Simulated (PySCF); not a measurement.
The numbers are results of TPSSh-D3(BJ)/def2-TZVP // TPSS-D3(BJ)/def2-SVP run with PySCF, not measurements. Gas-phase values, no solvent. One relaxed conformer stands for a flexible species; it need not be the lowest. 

Reference species: [Zn(NH2)2] (neutral, multiplicity 1).

```
Property                                                       Result
------------------------------------------------------------  -------
mean distance from the central atom to its bonded neighbours  1.829 Å
charge on the central atom (Mulliken)                          0.44 e
HOMO–LUMO gap                                                 5.34 eV
charge on the central atom (meta-Löwdin)                       1.12 e
```

Changed species: [Zn(NH2)(SH)] (1 of 2 NH2 replaced by SH; the reference has 0 of 2 NH2 replaced by SH).

Question: What does the change do to the mean distance from the central atom to its bonded neighbours, charge on the central atom (Mulliken), HOMO–LUMO gap and charge on the central atom (meta-Löwdin)?

Answer: the mean distance from the central atom to its bonded neighbours rises by 0.177 Å, to 2.006 Å; the charge on the central atom (Mulliken) drops by 0.03 e, to 0.41 e; the HOMO–LUMO gap rises by 0.02 eV, to 5.36 eV; the charge on the central atom (meta-Löwdin) is nearly the same.
